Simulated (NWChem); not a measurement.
**Total energies of H₃OSi**

SMILES: [O][SiH3]
```xyz
5

O     -1.1796    -0.2168     0.0000
Si     0.4699     0.0980     0.0000
H      0.9144     0.8281     1.2237
H      0.9144     0.8281    -1.2237
H      1.0298    -1.2931     0.0000
```
Charge 0, spin multiplicity 2.

The numbers come from NWChem runs, not from measurements. The geometry was optimised at UPBE0/def2-SVP, a minimum by its harmonic frequencies.

Basis set: 6-31G* (38 functions).

```tsv
method	total energy (Ha)
UHF	-365.49471
UMP2	-365.70633
UB2PLYP	-366.22780
UPBE	-366.19221
UB3LYP	-366.45661
UTPSS	-366.47161
```

Total energies of different functionals aren't comparable as a measure of quality: only differences taken within one method are. 

The correlated methods keep 6 core orbitals frozen. B3LYP has NWChem's definition, with VWN1-RPA local correlation. The Pople sets run with spherical d functions. The structure started from a generated list of species. The unpaired electrons of the parent sit in orbitals of symmetry a' (Cs labels of the run); other states weren't searched. The stability of the SCF solutions was not checked. Open-shell Hartree-Fock references start from PBE0 orbitals.
